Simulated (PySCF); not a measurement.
Computed IR spectrum (relative IR intensity) of a molecule CH₈N₂O₂Si. Geometry: PBE-D3(BJ)/def2-SVP. The values are those of a single conformer. Computed with PBE-D3(BJ)/def2-SVP in PySCF. Frequencies are harmonic and unscaled.

```
ν (cm⁻¹)  relative intensity
--------  ------------------
92                       2.1
141                      7.1
162                       34
247                       28
281                       13
338                       46
377                       20
425                      7.6
443                       90
470                       58
687                      3.3
775                      2.0
796                       90
816                       95
848                       67
915                       93
943                      100
1058                     9.8
1147                      65
1353                      45
1392                     6.1
1448                     3.0
1490                      30
2912                      65
2971                      29
3061                     3.8
3490                     8.4
3534                     7.7
3585                     8.5
3765                      36
3770                      28
```

Task: Identify the compound among the candidates.
A) CO[Si](N)(N)O
B) CN[Si](N)(O)O
C) NC[Si](N)(O)O

Result: B, CN[Si](N)(O)O
